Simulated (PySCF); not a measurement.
Molecule: `C=CC(=C)C(F)=C(F)F`, C₆H₅F₃.

Bonds (- single, = double, # triple, : aromatic): C1=C2, C2-C3, C3=C4, C3-C5, C5-F6, C5=C7, C7-F8, C7-F9. C1 carries H10, H11; C2 carries H12; C4 carries H13, H14. H14 is cis to C2; H10 is cis to C3; H13 is trans to C2; H11 is trans to C3.

Frames of a GFN2-xTB Langevin trajectory at 200 K; GIAO PBE0/pcSseg-1 shieldings in PySCF, gas phase, non-relativistic; equivalent atoms averaged within each frame.

Chemical shifts δ = σref − σ; 13C (σ = 186.93 ppm), 1H (σ = 31.72 ppm) vs TMS; CFCl3 for 19F (σ = 170.95 ppm), all at this level. The references are static minima.

Question: How do the shifts (ppm) fluctuate along the trajectory?

Answer: 
```
         time (fs)     C7     C2     C3     C5     C1     C4      F8      F9      F6   H12
               250  167.9  142.5  141.6  137.4  130.1  127.7   -98.1  -100.8  -183.2  6.47
               425  169.8  146.0  146.8  136.4  125.4  129.3  -109.3  -108.8  -173.6  6.76
               625  174.5  141.2  149.7  137.5  120.6  130.2   -80.7  -108.0  -170.6  6.89
               800  170.8  144.4  145.1  142.0  133.6  125.8   -93.2   -98.8  -181.2  6.94
              1000  169.6  141.1  147.0  140.0  133.2  125.9  -103.8   -98.8  -180.9  6.32
    mean of frames  170.5  143.0  146.0  138.7  128.6  127.8   -97.0  -103.0  -177.9  6.68
standard deviation    2.5    2.1    3.0    2.3    5.5    2.0    10.9     4.9     5.5  0.27
```

5 frames give an uncertainty of the mean of about the standard deviation over 2.2 at best, since frames this close in time may not be independent; classical motion lacks zero-point vibration, and the reference would need the same averaging.
